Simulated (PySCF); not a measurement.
Species: C5H11ClSi.
Numbering: `[SiH3:1][C@@H:2]1[CH2:3][CH2:4][CH2:5][C@@H:6]1[Cl:7]` (hydrogens: H8, H9, H10 on Si1; H11 on C2; H12, H13 on C3; H14, H15 on C4; H16, H17 on C5; H18 on C6)

Level of theory: TDDFT PBE0/def2-SVPD, vertical, gas phase, core orbitals frozen in the response (PySCF 2.14.0, density-fitted response routines). One conformer (not necessarily the lowest) at the GFN2-xTB geometry, without solvent, vibrations or thermal averaging.

Computed states:

```csv
state,E (eV),f
S1,7.08,0.0022
S2,7.11,0.0006
S3,7.62,0.016
S4,7.68,0.077
S5,7.73,0.017
S6,7.88,0.019
S7,8.31,0.0023
S8,8.37,0.0090
```

Broadening: Gaussians 0.5 eV wide at half height, area fixed by f = 4.319×10⁻⁹ ∫ε dν̃. The width is an assumption, not a result. The curve ends short of the highest state used, and states not computed would add to its high-energy end.

Question: What does the envelope look like, and where are its maxima?

Answer: 
| E (eV) | ε (L mol⁻¹ cm⁻¹) |
| --- | --- |
| 6.33 | 0 |
| 6.36 | 0 |
| 6.40 | 1 |
| 6.43 | 1 |
| 6.46 | 2 |
| 6.50 | 3 |
| 6.53 | 5 |
| 6.56 | 7 |
| 6.60 | 11 |
| 6.63 | 15 |
| 6.67 | 22 |
| 6.70 | 28 |
| 6.73 | 36 |
| 6.77 | 49 |
| 6.80 | 61 |
| 6.83 | 74 |
| 6.87 | 93 |
| 6.90 | 108 |
| 6.93 | 126 |
| 6.97 | 152 |
| 7.00 | 175 |
| 7.03 | 202 |
| 7.07 | 250 |
| 7.10 | 299 |
| 7.13 | 364 |
| 7.17 | 484 |
| 7.20 | 609 |
| 7.23 | 770 |
| 7.27 | 1052 |
| 7.30 | 1323 |
| 7.33 | 1647 |
| 7.37 | 2164 |
| 7.40 | 2611 |
| 7.43 | 3100 |
| 7.47 | 3797 |
| 7.50 | 4330 |
| 7.53 | 4852 |
| 7.57 | 5489 |
| 7.60 | 5895 |
| 7.63 | 6218 |
| 7.67 | 6491 |
| 7.70 | 6565 |
| 7.73 | 6524 |
| 7.77 | 6296 |

Maxima: 161 nm (7.70 eV), ε about 6600, made up of S3 (12%), S4 (63%), S5 (14%) and S6 (11%) (ε in L mol⁻¹ cm⁻¹; maxima over ε = 5, shares over 10%).

Question: Coming from long wavelengths, where does ε first pass 100 L mol⁻¹ cm⁻¹?

Answer: At about 180 nm (6.88 eV), 0.20 eV below S1.

Question: What would ε be at 7.70 eV, the highest of these maxima, with half the width (0.25 eV)?

Answer: About 11700 L mol⁻¹ cm⁻¹ against 6570, a factor of about 1.8; a lone state at its own centre would give exactly 2.

Question: On this curve, what absorbance would a 10⁻⁴ mol/L sample give at 193 nm over a 1 cm path?

Answer: 193 nm is 6.424 eV, where ε is about 1.1 L mol⁻¹ cm⁻¹, so A = ε c l ≈ 0.00011 (Beer–Lambert, with the gas-phase spectrum and the assumed width).

Without π bonds the low states are Rydberg-like; a valence basis with one diffuse set may place them up to an eV too high.
